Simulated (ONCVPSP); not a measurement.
Building the ONCV potential for strontium (LDA (Perdew-Wang 92), scalar-relativistic).

strontium (Sr), optimised norm-conserving Vanderbilt (ONCV), made with ONCVPSP 4.0.1 (LDA (Perdew-Wang 92), scalar-relativistic). Core [Ar] 3d10, reference 4s2 4p6 4d1 5s1. Waves: 4s+5s: rc 1.75 bohr, ncon 4, nbas 8, qcut 6.8 1/bohr, 2 projectors; 4p: rc 1.80 bohr, ncon 4, nbas 8, qcut 7.5 1/bohr, 3 projectors, debl 3.7 Ha; 4d: rc 3.95 bohr, ncon 4, nbas 9, qcut 4.2 1/bohr, 2 projectors, debl 0.4 Ha. Local part: polynomial inside 1.35 bohr (lpopt 1, dvloc0 -1 Ha). Core correction: Teter function, fcfact 3.5, rcfact 1.7.

All-electron outer shells of the reference configuration (LDA (PZ), scalar-relativistic, ld1.x):

```csv
shell,level (eV),outermost node (bohr),outermost maximum (bohr)
3d,-127.19,–,0.38
4s,-39.90,0.59,1.19
4p,-21.92,0.61,1.33
5s,-3.42,1.66,3.67
4d,-1.01,0.65,2.28
```

Q: Estimate the cutoffs (Ha) at which the residual kinetic energy of the hardest occupied pseudo-wave falls to 1 and 0.1 mHa per electron.

A: 17 Ha and 22 Ha.

Q: What does a ghost test show?

A: No bound ghost flagged; GHOST(+) flagged for s at 208.8 eV, d at 286.9 eV.

Its largest configuration-test error is +22 meV (4s2 4p6 4d0 5s1). 2 of 4 tests not solved or not reliable.
